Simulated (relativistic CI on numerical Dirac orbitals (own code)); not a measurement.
# What each ingredient does to the levels of Re LVI

Base calculation: Dirac-Coulomb-Breit CI, KLI orbitals optimised for each configuration, QED by a radiative potential, unscaled Slater integrals.

Configuration list (outside the closed core [Ne]): 3s²3p⁶3d², 3s²3p⁵3d³, 3s3p⁶3d³, 3s²3p⁶3d4s, 3s²3p⁶3d4p, 3s²3p⁶3d4d, 3s²3p⁵3d²4s, 3s²3p⁶3d4f, 3s²3p⁵3d²4p, 3s²3p⁵3d²4d, 3p⁶3d⁴, 3p⁵3d⁵, 3p⁵3d⁴4s, 3p⁶3d³4s, 3p⁵3d³4s². Double excitations out of closed p, d and f shells are left out; levels of such configurations are missing from the list, as are those of other unlisted configurations, and high levels can miss mixing partners. These lack a partner that the ground configuration has and come out too high: 3s²3p⁵3d²4p, 3s²3p⁵3d²4d.

Variants: (1) configuration mixing switched off. Shifts of the energy above 3s²3p⁶3d² ³F2, in eV, for the lowest level and the first level of each name with at least 55 % of one term (blank where a level changes its place among those of its configuration and J or its character, or is not in the variant):

```csv
Level,Base,Δ(1)
3s²3p⁶3d² ³F2,0.000,0.000
3s²3p⁶3d² ³P0,24.556,+0.312
3s²3p⁶3d² ³F3,77.059,-0.085
3s²3p⁶3d² ¹G4,91.394,-0.015
3s²3p⁶3d² ³P1,93.063,+0.397
3s²3p⁶3d² ³F4,162.686,-0.044
3s²3p⁶3d² ¹S0,197.292,+0.201
3s²3p⁵3d³ ³I°7,441.347,-0.496
3s²3p⁵3d³ ³P°1,442.766,-0.430
```

At this charge energies of transitions that change n are usually good to better than 1 %, and those within a shell (Δn = 0) to a few per cent.

Ionisation energy from the two ground configurations alone: base 5387.84 eV. The NIST ASD value (theoretical) is 5388 eV.

LS names give the leading component of a level, which can be under half, so a name can repeat, a term be missing and a line seem to break the LS rules.
